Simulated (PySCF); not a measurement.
C₃H₆BN₃, SMILES C#C/C=N/B(N)N.

The structure is a stationary point at PBE-D3(BJ)/def2-SVP. The structure was generated by enumeration; whether it is a known compound was not checked. Other conformers were not sampled.

The numbers are results of PBE-D3(BJ)/def2-SVP in PySCF, not measurements.

Harmonic, unscaled wavenumbers; measured fundamentals usually lie a few per cent lower.

| mode | ν (cm⁻¹) | IR (km/mol) | moving atoms (share of kinetic energy) |
|---|---|---|---|
| 1 | 65 | 5.7 | N 55 %, H 24 %, C 20 % |
| 2 | 97 | 1.3 | C 52 %, H 24 %, N 23 % |
| 3 | 111 | 3.6 | N 47 %, C 37 %, H 15 % |
| 4 | 219 | 11.5 | C 51 %, N 28 %, H 19 % |
| 5 | 236 | 103.3 | H 81 %, N 15 % |
| 6 | 317 | 32.0 | H 41 %, C 32 %, N 23 % |
| 7 | 346 | 90.5 | H 55 %, N 32 %, C 11 % |
| 8 | 353 | 71.9 | H 56 %, N 23 %, C 18 % |
| 9 | 396 | 48.4 | H 88 % |
| 10 | 480 | 2.3 | N 41 %, C 37 %, H 17 % |
| 11 | 535 | 4.5 | C 43 %, H 34 %, N 14 %, B 9 % |
| 12 | 543 | 3.2 | H 72 %, C 16 %, N 10 % |
| 13 | 627 | 13.5 | B 75 %, N 15 % |
| 14 | 646 | 37.6 | H 78 %, C 21 % |
| 15 | 667 | 31.6 | H 76 %, C 24 % |
| 16 | 826 | 0.3 | H 74 %, N 24 % |
| 17 | 844 | 10.7 | N 76 %, C 15 %, H 9 % |
| 18 | 888 | 1.1 | H 55 %, N 41 % |
| 19 | 949 | 6.6 | H 58 %, C 33 %, N 9 % |
| 20 | 980 | 59.3 | C 78 %, H 17 % |
| 21 | 1277 | 215.6 | B 44 %, H 38 %, N 15 % |
| 22 | 1349 | 49.7 | H 59 %, B 22 %, C 11 %, N 8 % |
| 23 | 1378 | 91.6 | B 53 %, H 40 % |
| 24 | 1533 | 91.8 | H 80 %, N 16 % |
| 25 | 1548 | 270.4 | H 58 %, N 24 %, B 18 % |
| 26 | 1681 | 215.7 | C 51 %, N 45 % |
| 27 | 2141 | 11.8 | C 91 %, H 9 % |
| 28 | 2870 | 59.1 | H 92 % |
| 29 | 3404 | 69.8 | H 86 %, C 14 % |
| 30 | 3530 | 26.8 | H 96 % |
| 31 | 3548 | 34.1 | H 96 % |
| 32 | 3632 | 15.0 | H 91 %, N 9 % |
| 33 | 3655 | 24.1 | H 91 %, N 9 % |
